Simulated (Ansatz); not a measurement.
The same atomization along the group Mg, Zn, Cd.

Calculated with Ansatz (gas phase, PBE0-D4/def2-TZVP geometries, no zero-point term in ΔE). CCSD(T)/CBS is the MP2 limit (def2-TZVPP, def2-QZVPP) plus CCSD(T) − MP2 in def2-TZVPP, frozen cores. This one scheme is used for every species, atoms too. DFT in def2-TZVPP. No spin–orbit coupling; open shells (•) take unrestricted orbitals. Spin–orbit coupling would lower the free atoms: a little for O. Elements past krypton have def2 core potentials. For Cd, Mg, Zn outer-core shells are correlated without core-valence functions, so the limit isn't a true one: a few kJ/mol of doubt a bond, and 10 to 20 or more in all where bonds break to atoms. Scalar relativity is left out up to krypton. Each species was taken in one conformer, which may not be the lowest.

```csv
reaction,HF/CBS(def2) (kJ/mol),ωB97M-V (kJ/mol),PBE-D4 (kJ/mol),CCSD/CBS(def2) (kJ/mol),CCSD(T)/CBS(def2) (kJ/mol)
`[NH2][Mg][OH]` → Mg (atom) + 3 H• + N• + O•,1224,1871,1905,1870,1901
`[NH2][Zn][OH]` → Zn (atom) + 3 H• + N• + O•,1100,1761,1798,1735,1771
`[NH2][Cd][OH]` → Cd (atom) + 3 H• + N• + O•,982,1652,1684,1612,1649
```

Largest T1 diagnostic: 0.017, for Zn (atom).

For atomizations the MP2-based limit and the directly extrapolated one differ by several kJ/mol either way, and by 10 to 25 for some Ge, Se and Sn compounds, so smaller differences from it don't rank the levels.
